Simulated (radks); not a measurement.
Problem. Radial electron density D(r) = 4 pi r^2 rho(r) of an atom or ion with 33 electrons. Calculated with a radial shooting solver on a logarithmic mesh with Libxc functionals: scalar-relativistic Kohn-Sham, r2SCAN, spin-polarised, spherical densities, finite nucleus; meta-GGA in the generalised Kohn-Sham scheme; Fermi nuclear charge, rms radius of each element as measured or else 0.836 A^(1/3) + 0.57 fm.

r (bohr),D(r) (e/bohr),spin D(r)
0.001013,2.471,-0.0000124
0.001151,3.073,-0.0000123
0.001298,3.764,-0.0000106
0.001463,4.599,-0.00000604
0.001663,5.681,0.00000412
0.001875,6.906,0.0000218
0.002114,8.369,0.0000524
0.002403,10.23,0.000108
0.002709,12.31,0.000193
0.003055,14.74,0.000329
0.003472,17.77,0.000560
0.003914,21.04,0.000903
0.004449,25.03,0.00147
0.005016,29.24,0.00230
0.005656,33.88,0.00356
0.006428,39.25,0.00561
0.007247,44.58,0.00852
0.008171,50.07,0.0128
0.009287,55.87,0.0197
0.01047,61.02,0.0291
0.01181,65.60,0.0427
0.01342,69.55,0.0634
0.01513,72.08,0.0909
0.01706,73.28,0.129
0.01939,73.04,0.183
0.02186,71.52,0.251
0.02465,69.15,0.336
0.02801,66.37,0.449
0.03158,64.39,0.573
0.03561,63.88,0.708
0.04047,65.73,0.851
0.04563,69.99,0.965
0.05186,76.79,1.04
0.05848,84.13,1.03
0.06593,90.65,0.927
0.07494,94.63,0.711
0.08449,94.13,0.437
0.09526,89.31,0.164
0.1083,80.84,-0.0113
0.1221,72.50,0.0499
0.1376,66.78,0.398
0.1564,65.82,1.05
0.1764,69.61,1.74
0.1989,75.24,2.22
0.226,78.72,2.21
0.2548,76.02,1.64
0.2873,66.63,0.809
0.3266,51.68,0.216
0.3682,37.19,0.522
0.4151,25.88,1.88
0.4718,18.81,4.08
0.532,15.66,5.92
0.6046,13.42,6.71
0.6817,10.75,6.05
0.7686,7.413,4.45
0.8736,4.057,2.55
0.985,1.854,1.21
1.111,0.6724,0.455
1.262,0.1734,0.123
1.423,0.03702,0.0275
1.605,0.005980,0.00469
1.824,0.0006238,0.000523

What is the nuclear charge?

Solution. Z = 56. The innermost maximum, from 1s, lies near gamma/Z bohr with gamma = sqrt(1 - (Z/c)^2) = 0.913, here 0.0163 bohr (found: 0.0178), and its height grows with Z. The density is that of the barium ion Ba23+ in [Ar] 3d10 4s2 4p2.75 4f0.25; the configuration itself is not fixed sharply by these data, and Z only to a few units. D(r) has 3 maxima, at r = 0.0178, 0.0786, 0.228 bohr, and minima at 0.0348, 0.150 bohr, inside which lie 1.98, 11.15 electrons.
